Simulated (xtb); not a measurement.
C2H8Si2 (SMILES C1[SiH2]C[SiH2]1), singlet, from a rough starting geometry; GFN2-xTB (xtb).

Here is a job for xtb.
```
$ xtb mol.xyz --gfn 2 --opt vtight --json

# file mol.xyz
12

C      0.27464865     0.40183955     1.24494801
Si     1.32907813    -0.24051390    -0.18621210
C     -0.21120685    -0.39203215    -1.22140442
Si    -1.33229877     0.27799424     0.17939411
H      0.49239785     1.32697719     1.67248406
H      0.22360350    -0.28408158     2.04713509
H      2.33379774     0.71947810    -0.72859874
H      2.04217605    -1.51884302     0.06864881
H     -0.31056657     0.15602434    -2.17510571
H     -0.47902972    -1.42403952    -1.54498505
H     -1.89891379     1.55534770    -0.11743496
H     -2.34835885    -0.64235510     0.69288472
```

It wrote (shortened):

```
   ID    Z sym.   atoms
    1    6 C      1, 3
    2   14 Si     2, 4
    3    1 H      5-12

           -------------------------------------------------
          |                Calculation Setup                |
           -------------------------------------------------

molecular fragmentation (1/2 indicates fragments):
111111121112
# atoms in fragment 1/2:    10     2
 fragment masses (1/2) :       86.24        2.02
CMA distance (Bohr)    :   2.259
constraining FC (au)   :  0.0500

           -------------------------------------------------
          |                 G F N 2 - x T B                 |
           -------------------------------------------------

          ...................................................
          :                      SETUP                      :
          :.................................................:
          :  # basis functions                  36          :
          :  # atomic orbitals                  34          :
          :  # shells                           18          :
          :  # electrons                        24          :
          :  max. iterations                   250          :
          :  Hamiltonian                  GFN2-xTB          :
          :  restarted?                      false          :
          :  GBSA solvation                  false          :
          :  PC potential                    false          :
          :  electronic temp.          300.0000000     K    :
          :  accuracy                    1.0000000          :
          :  -> integral cutoff          0.2500000E+02      :
          :  -> integral neglect         0.1000000E-07      :
          :  -> SCF convergence          0.1000000E-05 Eh   :
          :  -> wf. convergence          0.1000000E-03 e    :
          :  Broyden damping             0.4000000          :
          :  net charge                          0          :
          :  unpaired electrons                  0          :
          ...................................................

 iter      E             dE          RMSdq      gap      omega  full diag
   1    -11.7594389 -0.117594E+02  0.598E+00    5.65       0.0  T
   2    -11.9110481 -0.151609E+00  0.193E+00    4.38       1.0  T
   3    -11.9195661 -0.851802E-02  0.245E+00    4.91       1.0  T
   4    -11.9253121 -0.574600E-02  0.151E+00    4.81       1.0  T
   5    -11.9268406 -0.152844E-02  0.460E-01    4.77       1.0  T
   6    -11.9270000 -0.159419E-03  0.138E-01    4.74       1.0  T
   7    -11.9270498 -0.498064E-04  0.308E-02    4.74       1.0  T
   8    -11.9270496  0.251564E-06  0.153E-02    4.74       1.9  T
   9    -11.9270501 -0.504023E-06  0.612E-03    4.74       4.7  T
  10    -11.9270500  0.121897E-07  0.510E-03    4.74       5.7  T
  11    -11.9270501 -0.439596E-07  0.194E-03    4.74      14.9  T
  12    -11.9270501 -0.103830E-07  0.724E-04    4.74      39.9  T
  13    -11.9270501  0.106878E-08  0.774E-04    4.74      37.3  T

   *** convergence criteria satisfied after 13 iterations ***

         :::::::::::::::::::::::::::::::::::::::::::::::::::::
         ::                     SUMMARY                     ::
         :::::::::::::::::::::::::::::::::::::::::::::::::::::
         :: total energy             -11.766587157017 Eh    ::
         :: gradient norm              0.078631241504 Eh/a0 ::
         :: HOMO-LUMO gap              4.741715709616 eV    ::
         ::.................................................::
         :: SCC energy               -11.927040477483 Eh    ::
         :: -> isotropic ES            0.029720956801 Eh    ::
         :: -> anisotropic ES          0.004879946493 Eh    ::
         :: -> anisotropic XC          0.006446182695 Eh    ::
         :: -> dispersion             -0.008008404220 Eh    ::
         :: repulsion energy           0.160453320466 Eh    ::
         :: add. restraining           0.000000000000 Eh    ::
         :: total charge               0.000000000000 e     ::
[...]
 * total energy  :   -11.7728431 Eh     change       -0.3065282E-06 Eh
 * total energy  :   -11.7728435 Eh     change       -0.3561312E-06 Eh
 * total energy  :   -11.7728438 Eh     change       -0.3404476E-06 Eh
 * total energy  :   -11.7728441 Eh     change       -0.2850019E-06 Eh
 * total energy  :   -11.7728443 Eh     change       -0.2321988E-06 Eh
 * total energy  :   -11.7728445 Eh     change       -0.1955390E-06 Eh
 * total energy  :   -11.7728447 Eh     change       -0.1717888E-06 Eh
 * total energy  :   -11.7728448 Eh     change       -0.1522691E-06 Eh
 * total energy  :   -11.7728450 Eh     change       -0.1375543E-06 Eh
 * total energy  :   -11.7728451 Eh     change       -0.1245491E-06 Eh
 * total energy  :   -11.7728452 Eh     change       -0.1117840E-06 Eh
 * total energy  :   -11.7728453 Eh     change       -0.9868442E-07 Eh
   *** GEOMETRY OPTIMIZATION CONVERGED AFTER 34 ITERATIONS ***
         :: total energy             -11.772845299994 Eh    ::
[...]
        16                         -0.1545271              -4.2049
        17                         -0.1513809              -4.1193
        18                         -0.1443034              -3.9267
        19                         -0.0825620              -2.2466
        20                         -0.0255715              -0.6958
        21                         -0.0227411              -0.6188
        22                         -0.0117208              -0.3189
        23                          0.1624892               4.4216
       ...                                ...                  ...
        34                          0.9045137              24.6131
      -------------------------------------------------------------
                  HL-Gap            0.1723990 Eh            4.6912 eV
             Fermi-level           -0.2883048 Eh           -7.8452 eV

     #   Z          covCN         q      C6AA      α(0)
     1   6 C        3.593    -0.266    26.694     7.483
     2  14 Si       4.075     0.458    97.713    18.902
     3   6 C        3.593    -0.266    26.694     7.483
     4  14 Si       4.075     0.458    97.713    18.902
     5   1 H        0.925     0.008     2.921     2.672
     6   1 H        0.925     0.008     2.918     2.671
     7   1 H        0.918    -0.104     5.712     3.738
     8   1 H        0.918    -0.104     5.709     3.737
     9   1 H        0.925     0.008     2.921     2.672
    10   1 H        0.925     0.008     2.918     2.671
    11   1 H        0.918    -0.104     5.712     3.738
    12   1 H        0.918    -0.104     5.709     3.737

 Mol. C6AA /au·bohr⁶  :       2129.562483
 Mol. C8AA /au·bohr⁸  :      77057.395614
 Mol. α(0) /au        :         78.407319

Wiberg/Mayer (AO) data.
largest (>0.10) Wiberg bond orders for each atom

 ---------------------------------------------------------------------------
     #   Z sym  total        # sym  WBO       # sym  WBO       # sym  WBO
 ---------------------------------------------------------------------------
     1   6 C    3.963 --     5 H    0.988     6 H    0.988     4 Si   0.909
                             2 Si   0.909
     2  14 Si   3.610 --     3 C    0.909     1 C    0.909     7 H    0.882
                             8 H    0.882
     3   6 C    3.963 --     9 H    0.988    10 H    0.988     2 Si   0.909
                             4 Si   0.909
     4  14 Si   3.610 --     1 C    0.909     3 C    0.909    11 H    0.882
                            12 H    0.882
     5   1 H    1.000 --     1 C    0.988
     6   1 H    1.000 --     1 C    0.988
     7   1 H    0.989 --     2 Si   0.882
     8   1 H    0.989 --     2 Si   0.882
     9   1 H    1.000 --     3 C    0.988
    10   1 H    1.000 --     3 C    0.988
    11   1 H    0.989 --     4 Si   0.882
    12   1 H    0.989 --     4 Si   0.882
 ---------------------------------------------------------------------------

Topologies differ in total number of bonds
Writing topology from bond orders to xtbtopo.mol

molecular dipole:
                 x           y           z       tot (Debye)
 q only:        0.000       0.001      -0.000
   full:       -0.000      -0.002       0.001       0.006
molecular quadrupole (traceless):
                xx          xy          yy          xz          yz          zz
 q only:        1.217      -0.330      -0.090      -0.410      -0.315      -1.127
  q+dip:       -1.469       0.550       1.757       0.015      -0.833      -0.287
   full:       -1.110       0.361       0.734       0.184      -0.193       0.376

optimized geometry written to: xtbopt.xyz

           -------------------------------------------------
          | TOTAL ENERGY              -11.772845299994 Eh   |
          | GRADIENT NORM               0.000021299753 Eh/α |
          | HOMO-LUMO GAP               4.691216766315 eV   |
           -------------------------------------------------

normal termination of xtb
```
